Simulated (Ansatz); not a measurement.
Start from `BCO` and change one element to get `[BH2][SnH2][OH]`.

Ansatz, PBE0-D4/def2-TZVP geometries, multiplicity 1. Each molecule was computed in one conformer, which needn't be the lowest.

Elements past krypton have def2 core potentials.

```
                                        property  `BCO`
              LUMO energy (PBE0/def2-TZVPP) / eV   0.11
              HOMO energy (PBE0/def2-TZVPP) / eV  -8.33
           LUMO energy (ωB97M-V/def2-TZVPP) / eV   1.66
             LUMO energy (B3LYP/def2-TZVPP) / eV  -0.25
size of the dipole moment (B3LYP/def2-TZVPP) / D   2.59
             HOMO energy (B3LYP/def2-TZVPP) / eV  -8.13
```

Question: Give the same properties after the change, and the shifts. (Best estimate.)

Answer: The calculation gave: 
| property | `[BH2][SnH2][OH]` | shift |
| --- | --- | --- |
| LUMO energy (PBE0/def2-TZVPP) / eV | -2.76 | -2.87 |
| HOMO energy (PBE0/def2-TZVPP) / eV | -7.70 | 0.63 |
| LUMO energy (ωB97M-V/def2-TZVPP) / eV | -0.81 | -2.47 |
| LUMO energy (B3LYP/def2-TZVPP) / eV | -2.97 | -2.72 |
| size of the dipole moment (B3LYP/def2-TZVPP) / D | 2.38 | -0.21 |
| HOMO energy (B3LYP/def2-TZVPP) / eV | -7.48 | 0.65 |

With PBE0 the HOMO rises by 0.63 eV and the LUMO falls by 2.87 eV, so the gap narrows by about 3.50 eV. PBE moves the HOMO by 0.67 eV and ωB97M-V by 0.80 eV. Dipoles are sizes alone; their direction can turn.

B3LYP here is the variant with VWN-RPA as its local correlation; programs differ in this.
